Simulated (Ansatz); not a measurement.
Ligand-field states of CrN₄F₂H₁₂ (relaxed from a model of trans-CrF2(NH3)4, whose bonding it doesn't keep) at its PBE-D4/def2-SVP geometry (relaxed as a quintet).

Cartesian coordinates in Å:
```
Cr -0.060 0.054 -0.009
F -0.267 0.277 -1.873
F 0.151 -0.198 1.852
N 1.642 1.304 -0.133
H 1.480 2.034 -0.840
H 2.470 0.784 -0.453
H 1.867 1.730 0.813
N -1.756 -1.198 0.111
H -1.641 -1.832 0.913
H -1.878 -1.729 -0.799
H -2.623 -0.669 0.281
N -1.651 -1.996 -2.598
H -1.031 -2.724 -2.979
H -1.090 -1.111 -2.559
H -2.388 -1.858 -3.302
N 1.793 1.868 2.631
H 1.282 2.618 3.115
H 2.559 1.598 3.262
H 1.142 1.048 2.569
```

CASSCF(4,5) on the Cr 3d shell in def2-SVP, averaged with equal weights over 5 quintets and 12 triplets and 6 singlets, then SC-NEVPT2; Ansatz, no spin–orbit coupling. The space holds no ligand orbitals and no second d shell, so covalent complexes are described poorly.

Estimate the states' energies above the lowest.


| state | CASSCF (eV) | NEVPT2 (eV) |
| --- | --- | --- |
| quintet 1 | 0.00 | 0.00 |
| quintet 2 | 2.00 | 2.16 |
| quintet 3 | 2.43 | 2.51 |
| quintet 4 | 2.94 | 3.14 |
| quintet 5 | 2.97 | 3.14 |
| triplet 1 | 2.50 | 2.33 |
| triplet 2 | 2.52 | 2.35 |
| triplet 3 | 2.52 | 2.25 |
| triplet 4 | 2.54 | 2.32 |
| triplet 5 | 2.95 | 2.72 |
| triplet 6 | 2.98 | 2.74 |
| triplet 7 | 3.09 | 2.71 |
| triplet 8 | 3.17 | 2.87 |
| triplet 9 | 3.23 | 2.91 |
| triplet 10 | 3.27 | 2.92 |
| triplet 11 | 3.46 | 3.32 |
| triplet 12 | 4.07 | 3.86 |
| singlet 1 | 3.59 | 3.40 |
| singlet 2 | 3.59 | 3.41 |
| singlet 3 | 3.69 | 3.43 |
| singlet 4 | 3.71 | 3.44 |
| singlet 5 | 4.01 | 3.59 |
| singlet 6 | 4.08 | 3.62 |
The lowest NEVPT2 state is a quintet. Hardware: 2 threads of AMD EPYC 7R13 on a shared host and a share (18 GiB) of an NVIDIA H100 80GB HBM3. Wall time 54 s, peak host memory 1.2 GiB.
